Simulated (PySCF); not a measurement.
O3Se, SMILES O=[Se+2]([O-])[O-]. Geometry: B3LYP-D3(BJ)/def2-SVP.

Computed equilibrium geometry at B3LYP-D3(BJ)/def2-SVP (PySCF confirms it by a frequency run) as Cartesian coordinates in Å, and its point group:
point group D3h.
```xyz
4

Se     0.0000     0.0000     0.0000
O      1.6066     0.0000     0.0000
O     -0.8033     1.3913     0.0000
O     -0.8033    -1.3913     0.0000
```
Charge 0, spin multiplicity 1.
